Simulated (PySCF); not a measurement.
Input of an EPR job (settings, then geometry in Å):

```
{"job": {"kind": "epr", "basis": "pcH-1"}, "charge": 0, "multiplicity": 2}
C      0.994947     1.154820    -0.690106
C     -0.302263     1.751474    -0.300124
C     -1.163741     0.871060     0.607728
C     -1.422506    -0.522906     0.030694
C     -0.348653    -1.550114     0.388995
C      0.992099    -1.328192    -0.302034
C      1.629997     0.039374     0.038392
H      1.453155     1.503153    -1.600399
H     -0.136427     2.711918     0.216033
H     -0.869684     1.998512    -1.205901
H     -2.119396     1.380845     0.754479
H     -0.695826     0.775628     1.589155
H     -2.376083    -0.890066     0.419041
H     -1.513935    -0.455106    -1.055278
H     -0.199499    -1.543830     1.472189
H     -0.714086    -2.544193     0.116022
H      1.678091    -2.120573     0.007064
H      0.865678    -1.398327    -1.384457
H      1.553557     0.184196     1.120341
H      2.689427    -0.006995    -0.224869
```

Level of theory: UKS B3LYP, pcH-1 on C H, non-relativistic, mean-field spin-orbit, GIAO (PySCF 2.14.0). One conformer (not necessarily the lowest) at the GFN2-xTB geometry, without solvent, vibrations or thermal averaging. The geometry wasn't refined by DFT: couplings that depend on bond lengths, twists or pyramidal angles can differ widely from those at the functional's own minimum.

Output of the driver script. Atoms in this output count from 0.

```
UKS, coarse grid
  cycle   1  E = -274.47690301  |g| = 3.55e-01
  cycle   2  E = -274.43650877  |g| = 4.61e-01
  cycle   3  E = -274.54709761  |g| = 3.98e-02
  cycle   4  E = -274.54780608  |g| = 1.20e-02
  cycle   5  E = -274.54788427  |g| = 3.26e-03
  cycle   6  E = -274.54788915  |g| = 1.93e-03
  cycle   7  E = -274.54789137  |g| = 3.34e-04
UKS, final grid
  cycle   1  E = -274.54788221  |g| = 3.05e-04
  cycle   2  E = -274.54788219  |g| = 3.71e-04
  cycle   3  E = -274.54788226  |g| = 3.26e-05
  cycle   4  E = -274.54788226  |g| = 1.74e-05
E = -274.54788226 Eh   <S^2> = 0.7539 (exact 0.7500)
g shifts (ppm)      1          2          3
  rmc          -143       -143       -143
  gc             -2         31         33
  oz_so          -6        472        688
  total        -152        361        578
hyperfine (MHz)  atom isotope    a_iso     a_fc   dipolar eigenvalues
    0   13C      90.18      90.18    -80.71    -79.84    160.54
    1   13C     -33.25     -33.25     -2.25      0.42      1.83
    2   13C      15.40      15.40     -1.54     -1.44      2.98
    3   13C      -0.78      -0.78     -0.83     -0.22      1.05
    4   13C      -2.04      -2.04     -0.63     -0.42      1.05
    5   13C      86.31      86.31     -6.29     -5.81     12.09
    6   13C     -32.65     -32.65     -2.24      0.29      1.95
    7    1H     -62.67     -62.67    -38.58      0.11     38.47
    8    1H     142.09     142.09     -5.78     -3.39      9.16
    9    1H      58.66      58.66     -4.68     -4.39      9.07
   10    1H       0.00       0.00     -1.87     -1.54      3.41
   11    1H       0.71       0.71     -2.61     -2.42      5.03
   12    1H      -0.37      -0.37     -1.15     -1.01      2.16
   13    1H       0.40       0.40     -2.80     -2.68      5.48
   14    1H       0.05       0.05     -1.50     -1.30      2.79
   15    1H       1.46       1.46     -1.31     -0.87      2.18
   16    1H      11.12      11.12     -3.60     -1.97      5.57
   17    1H      -2.92      -2.92     -6.57     -1.64      8.22
   18    1H      54.43      54.43     -4.61     -4.27      8.88
   19    1H      18.57      18.57     -5.16     -4.12      9.29
```

|g| in the SCF lines is the orbital gradient. In the g block, columns 1 to 3 are the principal axes in rising order; rmc is the relativistic mass correction, gc the gauge correction and oz_so the orbital-Zeeman/spin–orbit term. a_fc is the Fermi-contact part of a_iso, here all of it, since this run has no spin–orbit term in the hyperfine coupling.

**Question.** Is the state sound, as far as the log shows?

**Answer.** The SCF converged after 11 cycles in all, 7 of them on the coarse grid; no stability test was run. The unrestricted determinant has ⟨S²⟩ = 0.7539 (exact 0.7500), so spin contamination is small.

**Question.** What are the principal g values and g_iso?

**Answer.** Adding the total shifts to 2.002319 gives 2.00217, 2.00268, 2.00290; their mean shift is 262 ppm, so g_iso = 2.00258.

**Question.** Which couplings shape the isotropic spectrum at natural abundance (0.05 mT or more)? Keep the log's numbering.

**Answer.** atoms 8, 9, 18, 19 (1H, I = 1/2): mean 68.4 MHz = 2.44 mT in magnitude, a 1:4:6:4:1 quintet; atom 7 (1H, I = 1/2): -62.7 MHz = 2.24 mT in magnitude, a 1:1 doublet; atoms 10, 11, 16, 17 (1H, I = 1/2): mean 2.2 MHz = 0.08 mT in magnitude, a 1:4:6:4:1 quintet. Together 50 lines to first order. Class means assume fast exchange of nuclei equivalent by connectivity; if that motion is slow, each nucleus keeps its own coupling. The 1H value of +68.4 MHz is a mean of couplings from 18.6 to 142.1 MHz in this one geometry, not an average over conformers. The 1H value of +2.2 MHz is a mean of couplings from -2.9 to 11.1 MHz in this one geometry, not an average over conformers.

**Question.** What are the principal values of the full tensor of atom 0 (13C)?

**Answer.** a_iso plus each dipolar eigenvalue: 9.47, 10.34, 250.72 MHz.

The species is `C1CCC[CH]CC1` [radical]. The run used 305 basis functions and 5 iterations of the response equations.
Labels such as C1 count atoms from 1, the log's own numbers from 0.
